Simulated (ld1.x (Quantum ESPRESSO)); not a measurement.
Ga (Z = 31), TM: configuration errors across variants

| Quantity | Value |
| --- | --- |
| Element | gallium (Ga) |
| Generator | ld1.x (Quantum ESPRESSO) 7.5 |
| Type | norm-conserving Troullier–Martins (Kleinman–Bylander form) |
| Functional | LDA (PZ) |
| Relativity | scalar-relativistic |
| Frozen core | [Ar] 3d10 |
| Valence charge | 3 |
| Reference configuration | 4s2 4p0 (charge +1) |
| Partial waves | 4p (bound, empty): rc 1.65 bohr; 4d channel at -0.2 Ry: rc 1.65 bohr; 4s (bound): rc 1.40 bohr |
| Local potential | the s channel |
| Core correction | none |

All-electron excitation energies from the reference (eV): (1) 4s2 4p1 -5.888; (2) 4s1 4p0 21.503; (3) 4s2 4p0.5 -3.768; (4) 4s1 4p1 7.450; (5) 4s1 4p2 0.724; (6) 4s0 4p3 7.656; (7) 4s2 4p1.3 -6.466; (8) 4s2 4p1 spin -6.022; (9) 4s1 4p0 spin 21.195.

Spin tests fill each open shell by Hund’s rule, majority spin first.

A true bound ghost makes a file unfit for plane-wave use even where its test errors are small: the radial tests pick states by their node count and pass the ghost by.

Errors AE − PS in meV (a dash: test not solved or not reliable):

| change | (1) | (2) | (3) | (4) | (5) | (6) | (7) | (8) | (9) | bound ghosts |
| --- | --- | --- | --- | --- | --- | --- | --- | --- | --- | --- |
| base | +14 | +98 | +5.4 | +23 | +33 | +102 | +19 | +30 | +407 | p, d |
| wave 4d channel at -0.2 Ry: rc 1.65 bohr becomes 4d channel at -0.2 Ry: rc 1.30 bohr | +14 | +98 | +5.4 | +23 | +33 | +102 | +19 | +30 | +407 | p |
| wave 4d channel at -0.2 Ry: rc 1.65 bohr becomes 4d channel at -0.2 Ry: rc 1.58 bohr | +14 | +98 | +5.4 | +23 | +33 | +102 | +19 | +30 | +407 | p, d |
| wave 4d channel at -0.2 Ry: rc 1.65 bohr becomes 4d channel at -0.2 Ry: rc 1.78 bohr | +14 | +98 | +5.4 | +23 | +33 | +102 | +19 | +30 | +407 | p, d |
| wave 4d channel at -0.2 Ry: rc 1.65 bohr becomes 4d channel at -0.2 Ry: rc 2.00 bohr | +14 | +98 | +5.4 | +23 | +33 | +102 | +19 | +30 | +407 | p, d |
| wave 4d channel at -0.2 Ry: rc 1.65 bohr becomes 4d channel at -0.2 Ry: rc 2.22 bohr | +14 | +98 | +5.4 | +23 | +33 | +102 | +19 | +30 | +407 | p, d |
| wave 4d channel at -0.2 Ry: rc 1.65 bohr becomes 4d channel at -0.2 Ry: rc 2.46 bohr | +14 | +98 | +5.4 | +23 | +33 | +102 | +19 | +30 | +407 | d, p |

(1) Give the same row for: wave 4d channel at -0.2 Ry: rc 1.65 bohr becomes 4d channel at -0.2 Ry: rc 1.12 bohr.

Answers

(1) +14, +98, +5.4, +23, +33, +102, +19, +30, +407; bound ghosts: p.
